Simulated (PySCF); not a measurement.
**Adding and removing an electron: TlSb**

r²SCAN; Tl cc-pVDZ-PP with ECP60, Sb cc-pVDZ-PP with ECP28; scalar-relativistic core potentials (PySCF 2.14). Neutral (UKS): triplet (π ↑↑), Re = 3.021 Å, ωe = 123 cm⁻¹, De = 1.62 eV, HOMO -4.22 eV, LUMO -3.24 eV.

TlSb⁺ (UKS): quartet (σ ↑, π ↑↑), Re = 3.281 Å, ωe = 66.2 cm⁻¹. The energies at the minima are -412.93742 hartree for TlSb and -412.69436 for TlSb⁺.

(1) Work out the adiabatic ionisation energy, without and with harmonic zero-point energies (1 hartree = 27.2114 eV, 1 eV = 8065.5 cm⁻¹), and the change of the bond length.

Spin–orbit coupling is left out, which matters for elements this heavy, above all for dissociation energies. States were picked by a PBE0 search and need not be the measured ground states.

Answers

(1) At r²SCAN: 0.24306 hartree = 6.614 eV between the minima; the zero-point term (66.2 − 123.0)/2 cm⁻¹ = -0.004 eV makes it 6.610 eV. Re changes by +26.0 pm against the neutral. The electron leaves a σ orbital, and the longer bond of the ion fits a bonding orbital, or a change in how ionic the bond is.
